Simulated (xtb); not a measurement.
C2H12OSi3, SMILES [SiH3][SiH2][SiH2]OCC. All values are semi-empirical tight-binding results from xtb (GFN2-xTB unless named), good for trends rather than for accurate numbers. Coordinates come from a GFN2-xTB optimisation. The structure was generated by enumeration, and PubChem lists no compound with its InChIKey, so it may never have been made. The values are those of a single conformer.

Computed properties:
| Property | Value |
|---|---|
| orbital gap | 3.86 eV |
| dipole moment | 1.00 D |
| zero-point energy | 78.8 kcal/mol |
| G − E(el) at 298.15 K (modified RRHO) | 55.1 kcal/mol |
| static polarisability (D4 model) | 117.1 bohr³ |
| solvation energy, GFN2-xTB/ALPB(water) | -1.1 kcal/mol |
| solvation energy, GFN2-xTB/ALPB(dmf) | -6.5 kcal/mol |
